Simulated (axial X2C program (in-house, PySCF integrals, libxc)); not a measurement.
## Worked dissociation energy of CrN⁻: PBE0, spin-free

All values were computed with an in-house all-electron X2C program for linear molecules (integrals from PySCF). Spin-free means the one-electron spin-free X2C Hamiltonian. Basis: Cr dyall-acv3z [10s11p7d4f2g], N dyall-av3z [7s7p3d2f] (cores contracted in-house); Gaussian nuclei, density fitting, unrestricted open shells. Masses: Cr 51.941 u, N 14.003 u.

Molecular state: M_S = 1, Λ = 0 (beyond evenly filled blocks: δ+α, δ-α).

```
E(Cr-) (2M_S = 5, M_L = 0) : -1050.609806 hartree
E(N) (2M_S = 3, M_L = 0)   : -54.576345 hartree
E(CrN⁻) at Re              : -1105.322445 hartree
ωe                         : 899.8 cm⁻¹
```

Problem. Work out De and D0.

Solution. De = -1050.609806 + (-54.576345) − (-1105.322445) = 0.13629 hartree = 3.709 eV. The zero-point energy is ωe/2 = 450 cm⁻¹ = 0.056 eV, so D0 = 3.653 eV.

Occupations by symmetry block were frozen at the best pattern of an incomplete PBE0 search. Dissociation energies refer to the lowest single-determinant-based atoms at the same level and basis. The highest occupied level is positive at some bond lengths even in Hartree–Fock (under at least one Hamiltonian), so the basis set holds the extra electron there; where that holds at Re the anion is at best weakly bound and its constants depend on the basis. Other states lie close and PBE0, whose exact exchange favours high spin, may order them wrongly; the determinant shown need not be the ground state. The nearest other spin-free determinant of the search, M_S = 2, Λ = 1, lies 0.39 eV up at the distance of the search. The determinant is spin-polarised beyond a pure state at some levels (its spin-free form has ⟨S²⟩ too high), which makes Re and μ there less reliable.

Each atomic determinant is the lowest at this level and need not be a pure term. Totals compare only within one Hamiltonian and basis.
